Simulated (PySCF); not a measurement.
Species: C₆H₁₀NSi (doublet state).
Geometry (GFN2-xTB, Å), atoms numbered from 1 in this order:
```xyz
18
C6H10NSi angstrom
C      2.9331    1.2848   -0.2624
N      3.3313    0.1333   -0.0089
Si     2.5293   -1.3680    0.3003
C      0.6801   -1.3131    0.2886
C     -0.5245   -1.2413    0.3006
C     -1.9761   -1.0936    0.2582
C     -2.2955    0.0676   -0.6117
C     -2.3174    1.4408   -0.0670
H      1.8805    1.5787   -0.3467
H      3.6591    2.0805   -0.4192
H      3.0040   -2.2375   -0.7761
H      2.9988   -1.7301    1.6376
H     -2.3440   -0.9361    1.2772
H     -2.4076   -2.0186   -0.1384
H     -2.2208   -0.0646   -1.6783
H     -2.8832    2.1076   -0.7164
H     -2.7524    1.4600    0.9328
H     -1.3037    1.8559    0.0181
```

The hyperfine couplings belong to this conformer and change with its torsions.

As a line formula: `N([SiH2]C#CC[CH]C)=C` [radical].

Computed with PySCF, UKS B3LYP, pcH-1 on C H N Si, non-relativistic, mean-field spin-orbit, GIAO. Geometry: GFN2-xTB, one conformer, isolated molecule. A GFN2-xTB geometry isn't a minimum of the functional, and hyperfine couplings can be far from their values at a DFT geometry. The SCF solution wasn't tested for stability.

Task: The isotropic 13C couplings are +111.9, +95.0, -31.4, -24.7, +8.3 MHz. Assign them to C4; C5; C6; C7; C8.

Result: 
```csv
site,a_iso (MHz),ρ(0) (bohr⁻³),position,distance from C7 (Å),spin population,largest |T| (MHz)
C4,+8.3,+0.0074,3 bonds from C7,3.40,+0.04,6.6
C5,+95.0,+0.0845,2 bonds from C7,2.38,+0.02,8.5
C6,-24.7,-0.0220,1 bond from C7,1.49,-0.07,2.3
C7,+111.9,+0.0997,largest spin population,0.00,+1.01,162.2
C8,-31.4,-0.0280,1 bond from C7,1.48,-0.08,2.6
```

ρ(0) is the spin density at the nucleus and T the dipolar tensor; a_iso includes a spin–orbit part; entries for several nuclei are means. The Mulliken spin populations are largest on C7 (+1.01), C8 (-0.08), H18 (+0.07) and C6 (-0.07). No atom but C7 exceeds +0.15. The positive populations add up to 1.19 and the negative ones to -0.19, together 2S = 1. The angles at C7 add up to 357.6°, so it is nearly planar; its axial dipolar tensor and the negative coupling of its proton fit spin in a p orbital normal to that plane.

Nuclei that the bonding pattern makes equivalent are averaged, as if the motion that swaps them (rotation, inversion, ring flip) were fast. The three 1H nuclei of mean +76.4 MHz run from 36.1 to 156.0 MHz in the frozen geometry. The 1H value of +31.4 MHz is a mean of couplings from 20.8 to 42.0 MHz in this one geometry, not an average over conformers.
